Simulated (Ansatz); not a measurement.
Compare A (`C[Si](C)O`•) with its isomer B (`[CH2]C[SiH2]O`•).

Computed with Ansatz on PBE0-D4/def2-TZVP structures; ΔE is electronic, products minus reactants. CCSD(T)/CBS adds triple-zeta CCSD(T) − MP2 to the extrapolated MP2 energy (def2 sets, frozen cores). DFT in def2-TZVPP. B3LYP here is the variant with VWN-RPA as its local correlation; programs differ in this. No spin–orbit coupling; open shells (•) take unrestricted orbitals. Each species was taken in one conformer, which may not be the lowest.

(1) Which isomer does CCSD(T)/CBS put lower? Give the gap. (Estimate.)

(2) Give E(B) − E(A) in kJ/mol with CCSD(T)/def2-TZVPP, B3LYP-D4, LDA (SPW92), PBE0-D4, MP2/def2-TZVPP, r2SCAN-D4, BLYP-D4. (An estimate is asked.)

(3) Does the order hold for the free energy at 298.15 K (harmonic terms from PBE0-D4)? (Best estimate.)

Largest T1 diagnostic: 0.013.

Answers

(1) Ansatz gave: A, by 88.8 kJ/mol.

(2) Ansatz gave: CCSD(T)/def2-TZVPP 86.9, B3LYP-D4 88.0, LDA (SPW92) 106.0, PBE0-D4 94.8, MP2/def2-TZVPP 98.2, r2SCAN-D4 90.7, BLYP-D4 91.1. None reverses the order clearly.

(3) The calculation gave: Yes: G(B) − G(A) = +76.4 kJ/mol, for one conformer each.

Leaving LDA and LC-ωPBE aside and taking each functional with its dispersion term where it has one, the values, not all of them listed here, spread over 20.4 kJ/mol, from BHLYP-D4 to PBE-D4. LDA lies +6.2 kJ/mol from PBE without D4. From BLYP to BHLYP (50 % exact exchange), in def2-TZVPP and without D4, E(B) − E(A) moves by −11.5 kJ/mol.
